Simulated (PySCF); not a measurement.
Compound: CH10OSi3.
InChI=1S/CH10OSi3/c1-5(2)4-3/h2,5H,4H2,1,3H3/t5-/m0/s1

Torsions of this conformer, `[CH3:1][Si@@H:2]([OH:3])[SiH2:4][SiH3:5]`: C1–Si2–Si4–Si5 -99°, H–O3–Si2–C1 -65°.

The closed-shell ground state was solved at several levels (PySCF, density fitting, gas phase, non-relativistic). The structure is a single PBE0-D3(BJ)/def2-SVP conformer in the gas phase; no vibrational or solvent corrections.

```
             level  basis functions  HOMO (eV)  LUMO (eV)  gap (eV)  dipole (D)
     BP86/pcSseg-1              156      -6.66      -1.05      5.61        2.12
      KT2/pcSseg-1              156      -6.64      -1.12      5.52        2.01
      KT3/pcSseg-1              156      -6.65      -1.00      5.65        1.99
CAM-B3LYP/pcSseg-1              156      -8.88       0.88      9.76        2.15
  LC-wPBE/pcSseg-1              156     -10.17       1.95     12.12        2.17
     BLYP/pcSseg-1              156      -6.40      -0.82      5.58        2.09
    B97-2/pcSseg-1              156      -7.44      -0.16      7.28        2.12
     PBE0/def2-SVP              132      -7.58       0.02      7.60        2.17
    B3LYP/pcSseg-1              156      -7.45      -0.34      7.11        2.12
      LDA/pcSseg-1              156      -6.63      -1.19      5.44        2.16
     OPBE/pcSseg-1              156      -6.56      -0.83      5.73        2.08
        PBE0/6-31G               77      -7.64       0.16      7.80        2.48
 mPW1PW91/pcSseg-1              156      -7.68      -0.17      7.51        2.13
```

Question: Estimate the row for PBE0/6-31G*, a basis of 102 functions; the other rows only guide the guess.

Answer: HOMO -7.47 eV, LUMO 0.06 eV, gap 7.53 eV, dipole 2.24 D.

Question: Over all these levels, which gives the widest orbital gap and which the narrowest?

Answer: LC-wPBE/pcSseg-1 (range-separated hybrid) has the widest, 12.12 eV, and LDA/pcSseg-1 (LDA) the narrowest, 5.44 eV. The two share the basis. From the narrowest to the widest the HOMO moves by -3.54 eV and the LUMO by +3.14 eV.

Question: How much does the basis alone move the frontier levels among the 3 PBE0 rows (the withheld one included)?

Answer: The HOMO by 0.17 eV and the LUMO by 0.14 eV. By rising basis size (HOMO, LUMO in eV): 6-31G -7.64, 0.16; 6-31G* -7.47, 0.06; def2-SVP -7.58, 0.02.

Question: In the pcSseg-1 basis, how does the gap go with the fixed share of exact exchange?

Answer: LDA (0 %) 5.44 eV; KT2 (0 %) 5.52 eV; BLYP (0 %) 5.58 eV; BP86 (0 %) 5.61 eV; KT3 (0 %) 5.65 eV; OPBE (0 %) 5.73 eV; B3LYP (20 %) 7.11 eV; B97-2 (21 %) 7.28 eV; mPW1PW91 (25 %) 7.51 eV. Each rise in the share widens the gap here.

Question: How far do the dipole and the HOMO energy spread over the levels?

Answer: The dipole runs from 1.99 to 2.48 D (mean 2.14 D) and the HOMO from -10.17 to -6.40 eV.
